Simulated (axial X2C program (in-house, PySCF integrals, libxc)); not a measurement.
Levels of TaCl⁺ by electron attachment to TaCl²⁺ (EOM-EA-CCSD)

Calculated with an axial X2C code built on PySCF integrals: two-component X2C with atomic mean-field Coulomb and Gaunt terms, Gaussian nuclei, basis Ta dyall-acv3z, Cl dyall-av3z with contracted cores.

R = 2.198 Å (near the PBE0 minimum at charge 1 of the determinant lowest at the starting distance; the state shown can have its own minimum elsewhere).

Hartree–Fock spinors of TaCl²⁺ (one of each Kramers pair; a window near the gap, which can cut inner shells):

| ω | occupied | ε (eV) | character |
| --- | --- | --- | --- |
| 1/2 | yes | -26.18 | 72% Cl p, 14% Ta d, 4% Ta s |
| 3/2 | yes | -24.77 | 66% Cl p, 24% Ta d, 4% Ta f |
| 1/2 | yes | -24.62 | 73% Cl p, 15% Ta d, 4% Ta f |
| 3/2 | yes | -23.06 | 87% Ta d, 10% Cl p |
| 1/2 | no | -12.93 | 57% Ta s, 24% Ta d, 9% Cl p |
| 1/2 | no | -12.04 | 67% Ta d, 15% Ta p, 8% Cl p |
| 3/2 | no | -11.22 | 79% Ta d, 7% Ta p, 6% Cl p |
| 1/2 | no | -11.11 | 52% Ta d, 31% Ta p, 8% Cl p |
| 5/2 | no | -10.81 | 98% Ta d |
| 1/2 | no | -8.67 | 71% Ta p, 9% Cl d, 8% Cl p |

Levels of TaCl⁺ obtained by attaching an electron to TaCl²⁺:

```
  Ω  binding energy (eV)  above lowest (cm⁻¹)                 attached spinor  one-particle weight
1/2               14.175                    0  53% Ta sσ, 28% Ta dσ, 9% Cl pσ                 0.92
1/2               13.246                 7495   69% Ta dπ, 8% Ta pπ, 7% Cl pπ                 0.92
3/2               12.650                12301   73% Ta dπ, 7% Ta dδ, 6% Cl pπ                 0.89
5/2               12.387                14425                       98% Ta dδ                 0.93
1/2               12.104                16709  37% Ta dσ, 35% Ta pσ, 9% Ta sσ                 0.93
```

(1) What is the splitting of the first π pair in the table, and is it regular or inverted?

This point took 40 s on 1 thread of Arm Neoverse V2, on a shared host.

Reference electrons by ω block (each with its −ω partner): 1/2: 26, 3/2: 13, 5/2: 4, 7/2: 1. 18 electrons of TaCl²⁺ correlated (inner shells frozen), 84 natural virtual spinors (a truncated set); levels can be off by some tenths of an eV. Roots sought by Ω: (1/2: 5, 3/2: 4, 5/2: 2, 7/2: 1); rows need 60 % one-particle weight and stop where some Ω has no more roots. Missing are any skipped roots, higher Ω and states of a further excitation; these come out far too high here and may in truth be low or lowest. T1 of the reference 0.026 (Lee–Taylor). The reference was not checked to be the lowest state of its species. Number of frozen shells: Ta 4 s, 3 p, 2 d, 1 f; Cl 2 s, 1 p. Large amplitudes in the reference (orbital relaxation or multireference character) lower the reliability.

## Answers

(1) E(3/2) − E(1/2) = 12301 − 7495 = 4806 cm⁻¹ at EOM-EA-CCSD: regular, Ω = 1/2 lower. Splittings at this level can be off by ten to twenty per cent.
